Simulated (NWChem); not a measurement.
System: GeSiNH$_{5}$, singlet; SMILES [NH2][Ge][SiH3]

Here is an NWChem input.

```
start job
memory heap 200 mb stack 900 mb global 1100 mb
geometry units angstroms noautoz
  Ge    -0.458218    -0.649646    -0.141099
  N      1.271843    -1.176179     0.031906
  H      1.521922    -2.160744     0.039720
  H      2.086951    -0.577657     0.129500
  Si     0.103734     1.764704    -0.036072
  H     -0.594697     2.433189     1.112464
  H     -0.339409     2.477826    -1.280636
  H      1.578231     2.018431     0.125927
end
basis spherical
  * library def2-tzvpp
end
dft
  xc pbe0
  iterations 150
  semidirect filesize 400000000
  mulliken
end
task dft energy
```

Low-valent species are run as closed-shell singlets; no triplet was tried in these runs. All runs use the structure optimised with PBE0/def2-SVP.

Problem. Give the results of this calculation. (PBE0/def2-TZVPP.) Quantities: basis functions; energy (Ha); highest occupied level (eV); orbital gap (eV); dipole (D).

Solution. 
```
Item                            Value
---------------------------  --------
number of basis functions         191
energy (Ha)                  -2423.83
highest occupied level (eV)     -6.18
orbital gap (eV)                 4.18
dipole (D)                       1.84
```
